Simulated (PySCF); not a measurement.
CH$_{5}$FGe (SMILES [CH3][GeH2][F]), singlet, geometry from GFN2-xTB; PySCF with HF/6-31G, TDA.

PySCF was given this input:
```python
from pyscf import gto, scf, tdscf

mol = gto.Mole()
mol.atom = '''
    Ge    0.217133    0.251777    0.174654
    C    -1.721398   -0.058536    0.144900
    F     0.890594   -0.979687   -0.872270
    H     0.713448    1.513295   -0.477408
    H     0.929694   -0.024363    1.470396
    H    -1.938362   -1.061785    0.505152
    H    -2.248463    0.657114    0.768371
    H    -2.091522    0.027291   -0.874416
'''
mol.basis = '6-31g'
mol.charge = 0
mol.spin = 0
mol.verbose = 4
mol.build()

mf = scf.RHF(mol)
mf.kernel()
td = mf.TDA()
td.nstates = 2
td.kernel()
td.analyze()
```

It wrote (shortened):

```
PySCF version 2.14.0

[INPUT] verbose = 4
[INPUT] num. atoms = 8
[INPUT] num. electrons = 52
[INPUT] charge = 0
[INPUT] spin (= nelec alpha-beta = 2S) = 0
[INPUT] symmetry False subgroup None
[INPUT] Mole.unit = angstrom
[INPUT] Symbol           X                Y                Z      unit          X                Y                Z       unit  Magmom
[INPUT]  1 Ge     0.217133000000   0.251777000000   0.174654000000 AA    0.410321902605   0.475789574465   0.330048226560 Bohr   0.0
[INPUT]  2 C     -1.721398000000  -0.058536000000   0.144900000000 AA   -3.252970771374  -0.110617008428   0.273821315449 Bohr   0.0
[INPUT]  3 F      0.890594000000  -0.979687000000  -0.872270000000 AA    1.682978748181  -1.851340117797  -1.648351406674 Bohr   0.0
[INPUT]  4 H      0.713448000000   1.513295000000  -0.477408000000 AA    1.348221324119   2.859713095674  -0.902170369676 Bohr   0.0
[INPUT]  5 H      0.929694000000  -0.024363000000   1.470396000000 AA    1.756867039651  -0.046039397573   2.778645734656 Bohr   0.0
[INPUT]  6 H     -1.938362000000  -1.061785000000   0.505152000000 AA   -3.662973310264  -2.006482853171   0.954598931276 Bohr   0.0
[INPUT]  7 H     -2.248463000000   0.657114000000   0.768371000000 AA   -4.248979271218   1.241765492617   1.452010752058 Bohr   0.0
[INPUT]  8 H     -2.091522000000   0.027291000000  -0.874416000000 AA   -3.952403763503   0.051572515666  -1.652406758938 Bohr   0.0

nuclear repulsion = 211.831646653003
number of shells = 31
number of NR pGTOs = 154
number of NR cGTOs = 55
basis = 6-31g
ecp = {}

******** <class 'pyscf.scf.hf.RHF'> ********
method = RHF
initial guess = minao
damping factor = 0
level_shift factor = 0
DIIS = <class 'pyscf.scf.diis.CDIIS'>
diis_start_cycle = 1
diis_space = 8
diis_damp = 0
SCF conv_tol = 1e-09
SCF conv_tol_grad = None
SCF max_cycles = 50
direct_scf = True
direct_scf_tol = 1e-13
Set gradient conv threshold to 3.16228e-05
Initial guess from minao.
init E= -2214.5079730001
  HOMO = -0.343832908281728  LUMO = 0.0557024984424799  gap/eV = 10.87191
cycle= 1 E= -2215.17339145613  delta_E= -0.665  |g|= 0.513  |ddm|= 2.28
  HOMO = -0.429005141497224  LUMO = 0.10260748118167  gap/eV = 14.46592
cycle= 2 E= -2215.21481739696  delta_E= -0.0414  |g|= 0.341  |ddm|= 0.691
  HOMO = -0.459177931929474  LUMO = 0.109712091217137  gap/eV = 15.48029
cycle= 3 E= -2215.23267708249  delta_E= -0.0179  |g|= 0.0286  |ddm|= 0.217
  HOMO = -0.455561143926028  LUMO = 0.115831252182582  gap/eV = 15.54838
cycle= 4 E= -2215.23311678199  delta_E= -0.00044  |g|= 0.00567  |ddm|= 0.0647
  HOMO = -0.456016583180817  LUMO = 0.115580898657456  gap/eV = 15.55396
cycle= 5 E= -2215.23313094103  delta_E= -1.42e-05  |g|= 0.00246  |ddm|= 0.00976
  HOMO = -0.45618487116748  LUMO = 0.115482453994844  gap/eV = 15.55586
cycle= 6 E= -2215.23313295418  delta_E= -2.01e-06  |g|= 0.000663  |ddm|= 0.00346
  HOMO = -0.456132956564351  LUMO = 0.11555981726848  gap/eV = 15.55655
cycle= 7 E= -2215.23313319863  delta_E= -2.44e-07  |g|= 8.59e-05  |ddm|= 0.00156
  HOMO = -0.456127228963335  LUMO = 0.115553463004056  gap/eV = 15.55622
cycle= 8 E= -2215.23313320296  delta_E= -4.33e-09  |g|= 1.23e-05  |ddm|= 0.000222
  HOMO = -0.456130360384173  LUMO = 0.115553330611337  gap/eV = 15.55631
cycle= 9 E= -2215.23313320302  delta_E= -6.87e-11  |g|= 3.89e-06  |ddm|= 1.82e-05
  HOMO = -0.456129063220165  LUMO = 0.115553673737633  gap/eV = 15.55628
Extra cycle  E= -2215.23313320303  delta_E= -1.05e-11  |g|= 1.58e-06  |ddm|= 5.84e-06
converged SCF energy = -2215.23313320303

******** <class 'pyscf.tdscf.rhf.TDA'> for <class 'pyscf.scf.hf.RHF'> ********
nstates = 2 singlet
deg_eia_thresh = 1.000e-03
wfnsym = None
conv_tol = 1e-05
eigh lindep = 1e-12
eigh level_shift = 0
eigh max_cycle = 100

Excitation energies (eV)
[9.30727941 9.55925968]

** Singlet excitation energies and oscillator strengths **
Excited State   1:      9.30728 eV    133.21 nm  f=0.0524
      26 -> 27       -0.67780
Excited State   2:      9.55926 eV    129.70 nm  f=0.0064
      25 -> 27       -0.66784
      25 -> 37        0.10792

** Transition electric dipole moments (AU) **
state          X           Y           Z        Dip. S.      Osc.
  1        -0.4742     -0.0698     -0.0025      0.2297      0.0524
  2        -0.0144      0.1023     -0.1296      0.0275      0.0064

** Transition velocity dipole moments (imaginary part, AU) **
state          X           Y           Z        Dip. S.      Osc.
  1        -0.0823      0.0008      0.0098      0.0069      0.0134
  2         0.0039     -0.0276      0.0349      0.0020      0.0038

** Transition magnetic dipole moments (imaginary part, AU) **
state          X           Y           Z
  1        -0.0960      0.6826     -0.8647
  2         1.0567      0.5714      0.3338
```
